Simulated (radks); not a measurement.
The numbers below are computed, except where a source is named.
Effect of the nuclear size on neutral molybdenum, [Kr] 4d5 5s1. Level of theory: Dirac Kohn-Sham, LDA (Slater exchange, Perdew-Wang correlation), spin-unpolarised, spherical densities, finite nucleus; open shells are shared between the two j in proportion to 2j + 1; Fermi nuclear charge, rms radius 4.4091 fm (a radial shooting solver on a logarithmic mesh with Libxc functionals). The rms radius is varied about that value; shifts are against it.

rms radius (fm)  total energy shift (eV)  density at nucleus (e/bohr^3)  1s1/2 shift (meV)  2s1/2 shift (meV)  4p1/2 shift (meV)
3.6331                            -0.477                      9.238e+04               -202              -21.6              0.053
4.2107                            -0.130                      9.091e+04              -54.8              -5.87              0.015
4.4091                                 0                      9.046e+04              0.000              0.000              0.000
4.5987                             0.129                      9.005e+04               54.5               5.83             -0.014
5.1807                             0.555                       8.89e+04                235               25.1             -0.062

Slopes of the eigenvalues against <r^2> in GHz/fm^2, as finite differences over the two radii next to the reference (eigenvalue slopes, not the field-shift constants of lines): 1s1/2 7740, 2s1/2 828, 4p1/2 -2.05.
